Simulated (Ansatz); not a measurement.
One change: `[CH3][GeH3]` becomes `[CH3][GeH2][SH]`.

Ansatz, PBE0-D4/def2-TZVP geometries, multiplicity 1. Each molecule was computed in one conformer, which needn't be the lowest.

Scalar relativity is left out up to krypton.

```json
{"property": "LUMO energy (ωB97M-V/def2-TZVPP) / eV", "`[CH3][GeH3]`": "2.39"}
{"property": "LUMO energy (B3LYP/def2-TZVPP) / eV", "`[CH3][GeH3]`": "0.58"}
{"property": "LUMO energy (PBE/def2-TZVPP) / eV", "`[CH3][GeH3]`": "0.11"}
{"property": "HOMO–LUMO gap (B3LYP/def2-TZVPP) / eV", "`[CH3][GeH3]`": "9.28"}
{"property": "HOMO energy (PBE0/def2-TZVPP) / eV", "`[CH3][GeH3]`": "-8.93"}
{"property": "HOMO energy (PBE/def2-TZVPP) / eV", "`[CH3][GeH3]`": "-7.68"}
```

(1) Give the same properties after the change, and the shifts. (An estimate is asked.)

## Answers

(1) Ansatz gave: 
```
                             property  `[CH3][GeH2][SH]`  shift
LUMO energy (ωB97M-V/def2-TZVPP) / eV               2.04  -0.35
  LUMO energy (B3LYP/def2-TZVPP) / eV              -0.03  -0.61
    LUMO energy (PBE/def2-TZVPP) / eV              -0.66  -0.77
HOMO–LUMO gap (B3LYP/def2-TZVPP) / eV               6.86  -2.42
   HOMO energy (PBE0/def2-TZVPP) / eV              -7.14   1.79
    HOMO energy (PBE/def2-TZVPP) / eV              -5.90   1.78
```

With PBE0 the HOMO rises by 1.79 eV and the LUMO falls by 0.64 eV, so the gap narrows by about 2.43 eV. PBE moves the HOMO by 1.78 eV and ωB97M-V by 1.80 eV. The zero-point energy changes by 5.8 kJ/mol with +3 modes.

B3LYP here is the variant with VWN-RPA as its local correlation; programs differ in this.
